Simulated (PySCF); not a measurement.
## Arsenic: a sound run and one with changed settings

Sound run: As⁺ [Ar] 3d10 4s2 4p2, As²⁺ [Ar] 3d10 4s2 4p1. Calculation: PySCF 2.14, in jorge-DZP-DKH (8s6p2d1f, 43 functions); the spin-free X2C one-electron Hamiltonian (Gaussian nucleus). The sound run starts from symmetry-adapted Hartree-Fock orbitals and uses a fine grid where one is needed.

A second run was set up differently.

```json
{"species": "As⁺", "method": "UHF", "sound run (hartree)": "-2258.54714", "changed run (hartree)": "-2258.54712", "converged": "no"}
{"species": "As⁺", "method": "PBE0", "sound run (hartree)": "-2259.95016", "changed run (hartree)": "-2259.95001", "converged": "no"}
{"species": "As⁺", "method": "BP86", "sound run (hartree)": "-2260.53346", "changed run (hartree)": "-2260.53310", "converged": "no"}
{"species": "As²⁺", "method": "UHF", "sound run (hartree)": "-2257.88761", "changed run (hartree)": "-2257.88760", "converged": "no"}
{"species": "As²⁺", "method": "PBE0", "sound run (hartree)": "-2259.27080", "changed run (hartree)": "-2259.27076", "converged": "no"}
{"species": "As²⁺", "method": "BP86", "sound run (hartree)": "-2259.85198", "changed run (hartree)": "-2259.85190", "converged": "no"}
```

(1) What was changed?
A. minimal basis
B. level shift left on
C. too few SCF iterations
D. angular grid far too coarse

Answers

(1) B. It used initial guess 1e, at most 50 SCF cycles, level shift 10.0 hartree. A level shift slows the SCF but leaves a converged energy unchanged.
